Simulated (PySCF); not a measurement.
ClGe, SMILES [Cl][Ge] (connectivity only; charge and spin as stated), charge +1, multiplicity 1. Atoms are numbered in the order given.

```xyz
2

Cl     0.0000     0.0000    -1.3456
Ge     0.0000     0.0000     0.7149
```
Charge +1, spin multiplicity 1.

Coordinates come from a r2SCAN-D4/def2-TZVP optimisation. The multiplicity is an assumed one; other spin states were not compared.

Computed with B3LYP/def2-TZVPD run with PySCF.

Gas-phase values at a fixed geometry.

Q: Estimate the frontier levels, gap, dipole moment and polarisability. (An estimate is asked for; the answer gives what the named calculation found.)

A: 
```yaml
highest_occupied_level: -15.92 eV
lowest_empty_level: -9.78 eV
orbital_gap: 6.14 eV
dipole_moment_about_the_centre_of_nuclear_charge: 2.17 D
mean_static_polarisability: 33.5 bohr³ (4.96 Å³)
polarisability_principal_values: 26.8, 26.8, 46.8 bohr³
```
